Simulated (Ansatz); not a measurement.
Consider the redistribution: `[SiH3][SnH2][SiH3]` + `C=C([SiH3])CF` → `F[CH2][SnH2][SiH3]` + `C=C([SiH3])[SiH3]`.

Gas-phase electronic energies from Ansatz, PBE0-D4/def2-TZVP geometries. CCSD(T)/CBS is the MP2 limit (def2-TZVPP, def2-QZVPP) plus CCSD(T) − MP2 in def2-TZVPP, frozen cores. DFT in def2-TZVPP. Elements past krypton have def2 core potentials. For Sn outer-core shells are correlated without core-valence functions, which leaves a few kJ/mol of doubt a bond. Each species was taken in one conformer, which may not be the lowest.

`[SiH3][SnH2][SiH3]`:

Z-matrix (Å, degrees):
```
Si
Sn 1 2.563
H 1 1.487 2 109.8
H 1 1.487 2 111.0 3 120.3
H 1 1.487 2 109.8 3 -119.3
Si 2 2.563 1 111.1 3 60.0
H 2 1.711 1 109.6 3 -61.3
H 2 1.711 1 109.6 3 -178.7
H 6 1.487 2 109.8 1 59.9
H 6 1.487 2 109.8 1 -59.5
H 6 1.487 2 111.0 1 -179.8
```

`C=C([SiH3])CF`:

Cartesian coordinates in Å:
```
C 0.844 0.387 -1.289
C 0.127 0.163 -0.190
Si -0.255 -1.588 0.342
C -0.395 1.282 0.649
F -0.048 2.522 0.155
H 1.078 1.395 -1.617
H 1.221 -0.429 -1.895
H 0.285 -1.852 1.704
H 0.360 -2.523 -0.632
H -1.726 -1.811 0.395
H -0.002 1.212 1.671
H -1.489 1.242 0.707
```

`F[CH2][SnH2][SiH3]`:

```xyz
11

F     1.091   -1.611    1.357
C     1.665   -0.925    0.297
Sn    0.485    0.846   -0.156
Si   -1.995    0.210   -0.206
H     2.686   -0.653    0.575
H     1.699   -1.593   -0.568
H     1.018    1.446   -1.670
H     0.810    2.033    1.030
H    -2.816    1.373   -0.635
H    -2.206   -0.905   -1.167
H    -2.438   -0.223    1.144
```

`C=C([SiH3])[SiH3]`:

Cartesian coordinates in Å:
```
C -0.608 1.429 -0.541
C -0.114 0.267 -0.101
Si -0.277 -1.259 -1.162
Si 0.728 0.200 1.563
H -0.539 2.348 0.040
H -1.109 1.521 -1.504
H -1.039 -2.315 -0.442
H 1.065 -1.814 -1.484
H -0.985 -0.909 -2.423
H 0.719 1.556 2.175
H 2.132 -0.270 1.417
H 0.026 -0.755 2.463
```

CCSD(T)/CBS gives +9.9 kcal/mol.

Task: Another level gave +10.1 kcal/mol. Which?
A. SCS-MP2/def2-TZVPP
B. PBE0/def2-TZVPP
C. ωB97M-V/def2-TZVPP
D. r2SCAN/def2-TZVPP

Result: C. ωB97M-V 10.1, SCS-MP2/def2-TZVPP 8.9, r2SCAN 11.6, PBE0 12.7 kcal/mol.

Largest T1 diagnostic among the species: 0.013.

In def2-TZVPP, CCSD(T) changes the Hartree–Fock value by −1.0 kcal/mol (the triples alone add −0.3 kcal/mol) and MP2 by −1.4 kcal/mol.
